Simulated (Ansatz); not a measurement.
Reaction (ligand exchange at a B–O bond): `O[SiH2]OBF` + CH₃OH → `COBF` + `O[SiH2]O`

Computed with Ansatz on PBE0-D4/def2-TZVP structures; ΔE is electronic, products minus reactants. CCSD(T)/CBS is the MP2 limit (def2-TZVPP, def2-QZVPP) plus CCSD(T) − MP2 in def2-TZVPP, frozen cores. This one scheme is used for every species. DFT in def2-TZVPP. Each species was taken in one conformer, which may not be the lowest.

```tsv
species	CAM-B3LYP-D4 energy (Eh)
`O[SiH2]OBF`	-567.30687
CH₃OH	-115.72582
`COBF`	-240.54843
`O[SiH2]O`	-442.48740
```

Q: Work out ΔE.

A: ΔE = (-240.54843) + (-442.48740) − (-567.30687) − (-115.72582) = -0.00314 Eh = -0.09 eV. CCSD(T)/CBS gives -0.08 eV.

Q: What do rigid-rotor, harmonic-oscillator terms from PBE0-D4/def2-TZVP frequencies (298.15 K, 1 bar) make of the CCSD(T)/CBS value? (Best estimate.)

A: Computed: ΔZPE = +0.01 eV, ΔH = -0.09 eV, ΔS = -19 J/(mol·K), ΔG = -0.03 eV.

Largest T1 diagnostic among the species: 0.013.

Leaving LDA and LC-ωPBE aside and taking each functional with its dispersion term where it has one, the values, not all of them listed here, spread over 0.07 eV, from PBE-D4 to BHLYP-D4. LDA lies −0.04 eV from PBE without D4. From BLYP to BHLYP (50 % exact exchange), in def2-TZVPP and without D4, ΔE moves by +0.04 eV.
